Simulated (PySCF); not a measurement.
Compound: C₇H₁₂BF.
Geometry (PBE0-D3(BJ)/def2-SVP, Å), atoms numbered from 1 in this order:
```xyz
21
C7H12BF angstrom
C      3.3702    0.4812    0.5130
C      2.1013    0.1990    0.2386
C      1.1678    0.4621   -0.9222
C     -0.0021    0.4542    0.1076
B     -1.4505   -0.0857   -0.1876
C     -2.2010   -0.8716    0.9468
C     -2.0806    0.1096   -1.6137
C      0.9508   -0.2309    1.1089
F      0.9369    0.2071    2.4034
H      3.7750    0.3045    1.5131
H      4.0361    0.9141   -0.2384
H      1.1142   -0.3814   -1.6307
H      1.3419    1.3833   -1.4975
H     -0.1453    1.4899    0.4771
H     -1.8650   -0.6070    1.9612
H     -3.2988   -0.8299    0.8897
H     -1.9236   -1.9359    0.8056
H     -1.6206    0.9149   -2.2064
H     -3.1742    0.2361   -1.6021
H     -1.8896   -0.8310   -2.1673
H      0.8200   -1.3297    1.1275
```

Computed with PySCF at PBE0/pcSseg-1, non-relativistic, on one gas-phase PBE0-D3(BJ)/def2-SVP geometry that isn't relaxed in the solvent. The solvent is an IEF-PCM continuum (van der Waals radii × 1.2). The model holds no explicit solvent molecules, cavitation or dispersion.

```tsv
run	E − E(gas) (kJ/mol)	HOMO (eV)	HOMO–LUMO gap (eV)	dipole (D)
gas	0.00	-7.34	6.82	1.87
P	-6.91	-7.32	6.93	2.11
Q	-13.20	-7.33	7.03	2.37
```

**Question.** The runs were made in benzene and dichloromethane. Which run belongs to which solvent?

**Answer.** P = benzene, Q = dichloromethane. The dielectric constants are 2.271 (benzene), 8.93 (dichloromethane), and the energy falls further as ε rises. In this model the ground state sees the solvent through ε alone.

**Question.** How constant is the ratio of the lowering to (ε − 1)/(2ε + 1)?

**Answer.** 
| solvent | (ε − 1)/(2ε + 1) | E − E(gas) (kJ/mol) | ratio (kJ/mol) | polarisation term (kJ/mol) |
| --- | --- | --- | --- | --- |
| benzene | 0.229 | -6.91 | -30.1 | -7.26 |
| dichloromethane | 0.420 | -13.20 | -31.4 | -14.59 |

The ratio changes by +4.1 % in size from benzene to dichloromethane. The polarisation term is half the interaction of the solute with the induced surface charges.
